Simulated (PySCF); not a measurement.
## NMR parameters of [OsO3N]-

[OsO3N]-, [NO3Os]-, point group C3v.

Cartesian coordinates in Å; atom numbers follow the order of the lines, from 1:
```xyz
5

Os    0.0038    0.0071    0.0035
O    -0.0135   -0.0637    1.7423
O     1.6370   -0.0076   -0.5959
O    -0.8491    1.4140   -0.5642
N    -0.7782   -1.3498   -0.5857
```

Total charge -1.

GIAO calculations in PySCF 2.14.0 with density-fitted response routines on the PBE0-D3(BJ)/def2-SVP structure: isolated species, scalar relativity only through the core potential, equivalent atoms averaged; basis pcSseg-1 (def2-TZVP on Os).

(1) Give the isotropic shieldings (ppm) with B3LYP, PBE0.

(2) And the chemical shifts, against references computed in the same way?

(3) Which part of the shielding of O2/O3/O4 depends on the functional?

Results:

(1) 
```
             atoms            environment   B3LYP    PBE0
          O2/O3/O4    oxygen bonded to Os  -346.7  -340.6
                N5  nitrogen bonded to Os  -632.2  -635.1
HOMO–LUMO gap (eV)                      –    5.25    5.70
```

(2) 
| atoms | nucleus, reference | B3LYP | PBE0 |
| --- | --- | --- | --- |
| O2/O3/O4 | 17O, H2O | 680.8 | 675.1 |
| N5 | 15N, NH3 | 895.7 | 900.8 |

(3) Diamagnetic: B3LYP 399, PBE0 398 ppm; paramagnetic: B3LYP -746, PBE0 -738 ppm. The diamagnetic part, set mainly by inner electrons, hardly moves; the paramagnetic part goes with low-lying magnetically allowed excitations and carries the spread.

Os is described by an effective core potential, so it has no shielding of its own here; spin–orbit effects on the atoms bonded to it, which can be large, are absent, and the values of these neighbours are rough. Unscaled 17O shifts of doubly bonded oxygen tend to come out too high, by tens of ppm or more. Experimental scales use liquid or dissolved standards, which lie at an offset from isolated NH3 (liquid NH3: subtract about 20 ppm) and H2O (liquid H2O: subtract about 36 ppm). Unscaled 15N shifts of sp2 nitrogen come out 20 to 40 ppm too high even then.
